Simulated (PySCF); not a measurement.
**N+: excitation energy**

N+ [He] 2s2 2p2 (3P) → N+ [He] 2s1 2p3 (5S), as a difference of total energies. All numbers are calculated (PySCF 2.14, scalar relativity by spin-free X2C-1e, in ANO-RCC-VTZP (4s3p2d1f, 30 functions)). Correlated levels: valence and next inner shell: nothing frozen. The calculations carry no spin-orbit coupling.

```json
{"method": "UHF", "excitation energy (cm⁻¹)": "32382"}
{"method": "MP2 (valence and next inner shell)", "excitation energy (cm⁻¹)": "41987"}
{"method": "SCS-MP2 (valence and next inner shell)", "excitation energy (cm⁻¹)": "46705"}
{"method": "CCSD (valence and next inner shell)", "excitation energy (cm⁻¹)": "45330"}
{"method": "CCSD(T) (valence and next inner shell)", "excitation energy (cm⁻¹)": "45668"}
{"method": "CCSDT (valence and next inner shell)", "excitation energy (cm⁻¹)": "45738"}
```

Errors of the correlated levels include the incompleteness of this basis.

For comparison: 46696 cm⁻¹ (measured; NIST levels, between the centres of gravity of the two terms).
